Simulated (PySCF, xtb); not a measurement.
C2H9NOSi2, SMILES C[SiH2]/N=C\[SiH2]O. The values are those of a single conformer.

Harmonic wavenumbers (cm⁻¹) from GFN2-xTB in xtb 6.7.1 at its own minimum, in rising order: 33, 45, 109, 134, 154, 172, 247, 319, 424, 482, 497, 593, 596, 620, 692, 728, 745, 761, 776, 797, 808, 816, 835, 875, 920, 1329, 1369, 1493, 1494, 1745, 2048, 2246, 2263, 2332, 2854, 3037, 3048, 3052, 3623.

**Question.** What does PBE-D3(BJ)/def2-SVP (PySCF) give at its own minimum? (An estimate is asked for; the answer gives what the named calculation found.)

**Answer.** 54, 74, 146, 156, 176, 222, 321, 355, 442, 513, 520, 590, 640, 680, 684, 714, 746, 809, 842, 849, 862, 893, 910, 925, 979, 1208, 1311, 1377, 1391, 1671, 2022, 2129, 2183, 2187, 2844, 2980, 3086, 3090, 3671. Paired by order, the mean absolute difference is 51 cm⁻¹ and the zero-point energies are 64.5 and 64.7 kcal/mol.
